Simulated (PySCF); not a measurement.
C2H4F2, charge +1, multiplicity 2. Atoms are numbered in the order given.

```xyz
8

C     -1.4949     0.1005     0.0000
C      0.1858    -0.3178     0.0000
F      0.7229     0.1217    -1.0726
F      0.7229     0.1217     1.0726
H     -1.3451     1.1945     0.0000
H     -1.8928    -0.3276    -0.9283
H     -1.8928    -0.3276     0.9283
H     -0.0278    -1.4253     0.0000
```
Charge +1, spin multiplicity 2.

Geometry: PBE0-D3(BJ)/def2-SVP. The multiplicity is an assumed one; other spin states were not compared.

Method: TDA-ωB97X/def2-SVPD (PySCF).

Vertical excitations. Isolated molecule, no solvent.

```json
[
 {"state": "root 1", "energy (eV)": "3.73", "λ (nm)": "333", "f": "0.000", "main pairs": "β HOMO→LUMO 95 %"},
 {"state": "root 2", "energy (eV)": "3.73", "λ (nm)": "332", "f": "0.000", "main pairs": "β HOMO−1→LUMO 98 %"},
 {"state": "root 3", "energy (eV)": "4.39", "λ (nm)": "282", "f": "0.032", "main pairs": "β HOMO−2→LUMO 97 %"},
 {"state": "root 4", "energy (eV)": "4.76", "λ (nm)": "261", "f": "0.000", "main pairs": "β HOMO−3→LUMO 79 %, β HOMO−4→LUMO 20 %"},
 {"state": "root 5", "energy (eV)": "5.65", "λ (nm)": "219", "f": "0.046", "main pairs": "β HOMO−4→LUMO 74 %, β HOMO−3→LUMO 18 %"},
 {"state": "root 6", "energy (eV)": "7.35", "λ (nm)": "169", "f": "0.083", "main pairs": "β HOMO−5→LUMO 94 %"},
 {"state": "root 7", "energy (eV)": "8.85", "λ (nm)": "140", "f": "0.001", "main pairs": "β HOMO−6→LUMO 98 %"},
 {"state": "root 8", "energy (eV)": "8.89", "λ (nm)": "139", "f": "0.023", "main pairs": "β HOMO−7→LUMO 95 %"},
 {"state": "root 9", "energy (eV)": "10.03", "λ (nm)": "124", "f": "0.154", "main pairs": "α HOMO→LUMO 60 %, α HOMO→LUMO+1 22 %, β HOMO−8→LUMO 8 %"},
 {"state": "root 10", "energy (eV)": "10.89", "λ (nm)": "114", "f": "0.054", "main pairs": "α HOMO→LUMO+1 55 %, α HOMO→LUMO 28 %"}
]
```
Unrestricted roots are not spin-pure.
